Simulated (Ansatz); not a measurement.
Relaxation of Cl$_{3}$HSn (5 atoms, charge 0, multiplicity 1), to a largest force component of 0.02 eV/Å in at most 40 steps.

All numbers below come from RKS LDA/def2-SVP (Ansatz).

```xyz
5
Properties=species:S:1:pos:R:3
Sn 0.000 0.000 0.000
Cl 0.000 0.000 2.410
Cl 2.273 0.000 -0.802
H -0.820 1.420 -0.579
Cl -1.135 -1.967 -0.802
```

Where does it end, and by what steps?

The run converged. After 3 steps the energy has fallen by 0.184 eV; Cl3 moved furthest, 0.11 Å.

```csv
step,energy less start (eV),largest force component (eV/Å),accepted
0,0.0000,1.177,yes
1,-0.1380,0.736,yes
2,-0.1836,0.041,yes
3,-0.1838,0.004,yes
```

```xyz
5
Properties=species:S:1:pos:R:3
Sn -0.016 0.028 -0.011
Cl 0.025 -0.043 2.308
Cl 2.185 -0.043 -0.745
H -0.821 1.424 -0.581
Cl -1.054 -1.913 -0.746
```

Whether the end is a true minimum wasn't checked by a vibrational analysis.

The run took 2.3 s on 2 threads of Intel(R) Xeon(R) 6975P-C (Granite Rapids), on a shared host, peak memory 0.14 GiB.
